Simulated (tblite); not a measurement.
Species: C3H4F4Ge.
Numbering: `[F:1]/[C:2]([GeH3:3])=[CH:4]/[C:5]([F:6])([F:7])[F:8]` (hydrogens: H9, H10, H11 on Ge3; H12 on C4)

Computed with GFN2-xTB (tblite), gas phase: L-BFGS steps from a force-field or distance-geometry start until the largest atomic force falls under 0.01 eV/Å.

Step 34: E = -797.1085 eV
```
atom  x, y, z in Å  |  force x, y, z in eV/Å
F1      0.9765    2.1480   -0.4071    0.066   0.039   0.002
C2      0.3923    0.9615   -0.1779   -0.044   0.060  -0.018
Ge3     1.7207   -0.4371    0.1746    0.023  -0.008  -0.024
C4     -0.9285    0.8891   -0.2389   -0.034  -0.003   0.040
C5     -1.5539   -0.4326    0.0210    0.012  -0.010  -0.006
F6     -1.0804   -1.3867   -0.8114    0.009  -0.001  -0.013
F7     -1.2787   -0.8906    1.2621   -0.014   0.013  -0.011
F8     -2.8782   -0.4236   -0.1082   -0.008  -0.029   0.013
H9      1.1224   -1.7308    0.5681    0.012  -0.013   0.028
H10     2.4926   -0.5469   -1.0972   -0.002  -0.013   0.028
H11     2.6009    0.1295    1.2388   -0.028  -0.022  -0.033
H12    -1.5845    1.7194   -0.4499    0.008  -0.012  -0.007
```

Step 35: E = -797.1089 eV
```
atom  x, y, z in Å  |  force x, y, z in eV/Å
F1      0.9799    2.1483   -0.4034    0.044   0.038   0.000
C2      0.3915    0.9636   -0.1764   -0.037   0.046  -0.007
Ge3     1.7173   -0.4366    0.1772    0.045  -0.025  -0.023
C4     -0.9293    0.8908   -0.2380   -0.022  -0.010  -0.003
C5     -1.5527   -0.4326    0.0174   -0.003  -0.037   0.026
F6     -1.0842   -1.3846   -0.8218   -0.009   0.041   0.010
F7     -1.2683   -0.8954    1.2553   -0.013   0.009  -0.017
F8     -2.8788   -0.4244   -0.0990    0.030  -0.026  -0.008
H9      1.1226   -1.7305    0.5776    0.011  -0.003   0.021
H10     2.4866   -0.5515   -1.0967   -0.008  -0.011   0.038
H11     2.6015    0.1331    1.2370   -0.031  -0.024  -0.038
H12    -1.5850    1.7191   -0.4551   -0.007   0.003   0.001
```

Task: Estimate the geometry and energy of step 36. (The exact step hangs on the optimiser's Hessian estimate; all steps are aligned on step 35, rigid shifts and turns removed.)

Result: E = -797.1093 eV, largest force 0.035 eV/Å
```
atom  x, y, z in Å  |  force x, y, z in eV/Å
F1      0.9812    2.1496   -0.4034    0.021   0.023   0.001
C2      0.3908    0.9654   -0.1768   -0.009   0.022   0.002
Ge3     1.7168   -0.4368    0.1764    0.016  -0.017  -0.015
C4     -0.9300    0.8914   -0.2364   -0.005  -0.003  -0.028
C5     -1.5525   -0.4330    0.0170    0.006  -0.008   0.026
F6     -1.0841   -1.3845   -0.8216    0.005   0.031  -0.011
F7     -1.2687   -0.8950    1.2539    0.005  -0.011   0.031
F8     -2.8781   -0.4261   -0.0984   -0.006  -0.018  -0.021
H9      1.1226   -1.7306    0.5787    0.010   0.000   0.017
H10     2.4871   -0.5521   -1.0952   -0.001  -0.014   0.017
H11     2.6010    0.1319    1.2352   -0.021  -0.016  -0.023
H12    -1.5851    1.7192   -0.4553   -0.021   0.011   0.004
```

The energy changes by -0.0003 eV. The first-order estimate −F·Δx gives -0.0005 eV and the mean of the old and new forces, exact on a quadratic surface, -0.0003 eV. The step makes an angle of 47° with the force vector and moves no atom by more than 0.002 Å.

The cost below is that of the whole relaxation. The run took 0.85 s of wall time on Arm Neoverse N1, one thread, no GPU, shared host with 64 logical CPUs at a one-minute load of 61.
